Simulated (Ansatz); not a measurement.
Geometry optimisation, DFT LDA, scalar-relativistic, plane waves, PAW in Ansatz 0.2.0.

Input:

```yaml
crystal:
  lattice:
    - [0.0, 5.43, 5.43]
    - [5.43, 0.0, 5.43]
    - [5.43, 5.43, 0.0]
  atoms:
    - { symbol: Si, position: [0.0, 0.0, 0.0] }
    - { symbol: Si, position: [0.125, 0.125, 0.125] }
    - { symbol: Si, position: [0.0, 0.0, 0.5] }
    - { symbol: Si, position: [0.125, 0.125, 0.625] }
    - { symbol: Si, position: [0.0, 0.5, 0.0] }
    - { symbol: Si, position: [0.125, 0.625, 0.125] }
    - { symbol: Si, position: [0.0, 0.5, 0.5] }
    - { symbol: Si, position: [0.125, 0.625, 0.625] }
    - { symbol: Si, position: [0.5, 0.0, 0.0] }
    - { symbol: Si, position: [0.625, 0.125, 0.125] }
    - { symbol: Si, position: [0.5, 0.0, 0.5] }
    - { symbol: Si, position: [0.625, 0.125, 0.625] }
    - { symbol: Si, position: [0.5, 0.5, 0.0] }
    - { symbol: Si, position: [0.625, 0.625, 0.125] }
    - { symbol: Si, position: [0.5, 0.5, 0.5] }
    - { symbol: Si, position: [0.625, 0.625, 0.625] }
    - { symbol: Al, position: [1.2484033, 0.25451028, 0.24882518], spin: 1.0 }
magnetization:
  spin_polarized: true
basis:
  ecutwfc: 420.0
kpoints:
  mp_grid: { grid: [2, 2, 2] }
hamiltonian:
  xc: lda
  pseudopotentials: { kind: paw, azcp: { folder: soft_1 } }
scf:
  occupations: { method: gaussian, width: 0.05 }
  lower_state_search: "off"
relax:
  f_tol: 0.03
  max_steps: 60
  adjacent_minimum: "off"
output:
  write_density: true
  write_potential: true
  elf: true
  volumetric_format: npy
```

Launched with:

```bash
$ ansatz run input.yaml --threads 2 --pin off --max-ram 5120MiB --backend cpu --events-out ev --progress --plain --runs-dir out
```

Where does it end, and by what steps?

It converged. Limits of this set-up: coarse k mesh, PAW files made for another functional, a small cell, in which the defect meets its images. After 3 steps the energy has fallen by 0.293 eV; Si6 moved furthest, 0.08 Å.

```json
{"step": "0", "energy less start (eV)": "0.0000", "largest force component (eV/Å)": "0.985", "accepted": "yes"}
{"step": "1", "energy less start (eV)": "-0.2558", "largest force component (eV/Å)": "0.414", "accepted": "yes"}
{"step": "2", "energy less start (eV)": "-0.2904", "largest force component (eV/Å)": "0.087", "accepted": "yes"}
{"step": "3", "energy less start (eV)": "-0.2930", "largest force component (eV/Å)": "0.024", "accepted": "yes"}
```

```xyz
17
Lattice="0.0000 5.4300 5.4300 5.4300 0.0000 5.4300 5.4300 5.4300 0.0000" Properties=species:S:1:pos:R:3
Si 0.002 -0.001 0.001
Si 1.312 1.311 1.312
Si 2.716 2.714 -0.014
Si 4.119 4.118 1.312
Si 2.716 -0.015 2.716
Si 4.120 1.310 4.120
Si 5.445 2.714 2.716
Si 6.774 4.086 4.088
Si -0.014 2.714 2.716
Si 1.312 4.118 4.119
Si 2.716 5.444 2.716
Si 4.089 6.771 4.089
Si 2.716 2.714 5.445
Si 4.088 4.087 6.773
Si 5.432 5.429 5.432
Si 6.774 6.772 6.774
Al 2.716 8.144 8.146
```

Time of the run: 37 s on 2 threads of Arm Neoverse V1, on a shared host, peak memory 0.64 GiB.
